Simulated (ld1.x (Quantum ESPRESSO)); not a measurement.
**What one change does to a pseudopotential (antimony (Sb), ultrasoft)**

| Property | Result |
| --- | --- |
| Element | antimony (Sb) |
| Generator | ld1.x (Quantum ESPRESSO) 7.5 |
| Type | ultrasoft |
| Functional | PBEsol |
| Relativity | scalar-relativistic |
| Frozen core | [Kr] |
| Valence charge | 15 |
| Reference configuration | 4d10 5s2 5p3 |
| Partial waves | 5s (bound): rcut 1.35, rcutus 1.90 bohr; 5s channel at -0.35 Ry: rcut 1.35, rcutus 1.90 bohr; 5p (bound): rcut 2.25, rcutus 2.50 bohr; 5p channel at 0.1 Ry: rcut 2.25, rcutus 2.50 bohr; 4d (bound): rcut 0.95, rcutus 1.00 bohr; 4d channel at -1.65 Ry: rcut 0.95, rcutus 1.00 bohr |
| Local potential | all-electron potential smoothed inside 1.80 bohr (lloc = -1) |
| Core correction | none |
| Augmentation charge | built from norm-conserving waves at rcut, not smoothed further |

All-electron outer shells of the reference configuration (PBEsol, scalar-relativistic, ld1.x):

```
shell  level (eV)  outermost node (bohr)  outermost maximum (bohr)
   4s     -148.62                   0.39                      0.73
   4p     -101.63                   0.39                      0.76
   4d      -33.45                   0.38                      0.84
   5s      -12.88                   0.95                      1.90
   5p       -4.84                   1.04                      2.35
```

Change: fully relativistic.

Cutoffs: the cutoffs (Ry, on a coarse ladder) from which the occupation-weighted sum of valence levels, in a spherical-Bessel basis at the reference potential, stays within 10 and 1 mRy of its value at 400 Ry; they do not see the model core or the augmentation charge, which bear on the density cutoff. Errors are all-electron minus pseudo energies relative to the spin-unpolarised reference configuration.

Q: Predict the effect on cutoff, ghosts and configuration errors.

A: The potential gets neither clearly harder nor softer (120 Ry and 230 Ry → 120 Ry and 260 Ry); of the 7 tests that both files solve, the error grows in 1 and shrinks in 4 by more than 15 % and 0.3 meV (median size 16.6 → 9.5 meV); neither file shows a bound ghost.

| quantity | base | changed |
| --- | --- | --- |
| cutoff, loose | 120 Ry | 120 Ry |
| cutoff, tight | 230 Ry | 260 Ry |
| bound ghosts | none | none |
| error for 4d10 5s2 5p2, meV [ΔE 8.34 → 8.36 eV] | -2.8 | -0.8 |
| error for 4d10 5s2 5p1, meV [ΔE 24.36 → 24.39 eV] | -10 | -4.2 |
| error for 4d10 5s2 5p0, meV [ΔE 48.80 → 48.86 eV] | -22 | -9.5 |
| error for 4d10 5s1 5p0, meV [ΔE 93.13 → 93.19 eV] | +29 | +51 |
| error for 4d10 5s2 5p2.5, meV [ΔE 3.27 → 3.28 eV] | -1.0 | -0.1 |
| error for 4d10 5s1 5p4, meV [ΔE 8.14 → 8.12 eV] | +17 | +18 |
| error for 4d9 5s2 5p4, meV [ΔE 31.05 → 31.00 eV] | -227 | -218 |
| s: phases at 2.72 bohr within 0.05 rad from the reference energy up to (Ry; the scan ends near 5) | 0.6 | 0.6 |
| lowest overlap eigenvalue by channel | s 0.51, p 0.49, d 0.96 | s 0.51, p1/2 0.50, p3/2 0.48, d3/2 0.96, d5/2 0.96 |
